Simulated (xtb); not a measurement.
water (H2O), singlet, at a GFN2-xTB geometry; GFN0-xTB (xtb).

Input for xtb:
```
$ xtb mol.xyz --gfn 0 --json

# file mol.xyz
3

O      0.00956971     0.00206403     0.11338892
H     -0.05579359     0.76362201    -0.46612807
H     -0.02076411    -0.78013425    -0.44098332
```

Output, abridged:

```
   ID    Z sym.   atoms
    1    8 O      1
    2    1 H      2, 3

           -------------------------------------------------
          |                Calculation Setup                |
           -------------------------------------------------

           -------------------------------------------------
          |                 G F N 0 - x T B                 |
           -------------------------------------------------

          ...................................................
          :                      SETUP                      :
          :.................................................:
          :  # basis functions                   8          :
          :  # atomic orbitals                   8          :
          :  # shells                            6          :
          :  # electrons                         8          :
          :  electronic temp.          300.0000000     K    :
          :  accuracy                    1.0000000          :
          :  -> integral cutoff          0.2500000E+02      :
          :  -> integral neglect         0.1000000E-07      :
          ...................................................

         :::::::::::::::::::::::::::::::::::::::::::::::::::::
         ::                     SUMMARY                     ::
         :::::::::::::::::::::::::::::::::::::::::::::::::::::
         :: total energy              -4.366934519151 Eh    ::
         :: gradient norm              0.005861646988 Eh/a0 ::
         :: HOMO-LUMO gap              6.113408127155 eV    ::
         ::.................................................::
         :: H0 energy                 -4.361555365954 Eh    ::
         :: repulsion energy           0.036269003135 Eh    ::
         :: electrostat energy        -0.041574693875 Eh    ::
         :: -> Gsolv                   0.000000000000 Eh    ::
         ::    -> Gsasa                0.000000000000 Eh    ::
         ::    -> Gshift               0.000000000000 Eh    ::
         :: dispersion energy         -0.000073462458 Eh    ::
         :: short-range corr.          0.000000000000 Eh    ::
         :: add. restraining           0.000000000000 Eh    ::
         :: total charge              -0.000000000000 e     ::
         :::::::::::::::::::::::::::::::::::::::::::::::::::::

           -------------------------------------------------
          |                Property Printout                |
           -------------------------------------------------

    * Orbital Energies and Occupations

         #    Occupation            Energy/Eh            Energy/eV
      -------------------------------------------------------------
         1        2.0000           -0.7050976             -19.1867
         2        2.0000           -0.5644586             -15.3597
         3        2.0000           -0.4816192             -13.1055
         4        2.0000           -0.4296023             -11.6901 (HOMO)
         5                         -0.2049387              -5.5767 (LUMO)
         6                         -0.0939714              -2.5571
         7                          0.2379275               6.4743
         8                          0.2929592               7.9718
      -------------------------------------------------------------
                  HL-Gap            0.2246636 Eh            6.1134 eV
             Fermi-level            0.0000000 Eh            0.0000 eV

     #   Z          covCN         q      C6AA      α(0)
     1   8 O        1.611    -0.717    27.948     7.149
     2   1 H        0.805     0.358     0.569     1.185
     3   1 H        0.805     0.358     0.569     1.185

 Mol. C6AA /au·bohr⁶  :         45.885509
 Mol. C8AA /au·bohr⁸  :        836.134029
 Mol. α(0) /au        :          9.518936

Wiberg/Mayer (AO) data.
largest (>0.10) Wiberg bond orders for each atom

 ---------------------------------------------------------------------------
     #   Z sym  total        # sym  WBO       # sym  WBO       # sym  WBO
 ---------------------------------------------------------------------------
     1   8 O    1.970 --     3 H    0.985     2 H    0.985
     2   1 H    0.986 --     1 O    0.985
     3   1 H    0.986 --     1 O    0.985
 ---------------------------------------------------------------------------

Topologies differ in total number of bonds
Writing topology from bond orders to xtbtopo.mol

 dipole moment from electron density (au)
     X       Y       Z
  -0.0597  -0.0129  -0.7069  total (Debye):    1.803

           -------------------------------------------------
          | TOTAL ENERGY               -4.366934519151 Eh   |
          | GRADIENT NORM               0.005861646988 Eh/α |
          | HOMO-LUMO GAP               6.113408127155 eV   |
           -------------------------------------------------

normal termination of xtb
```
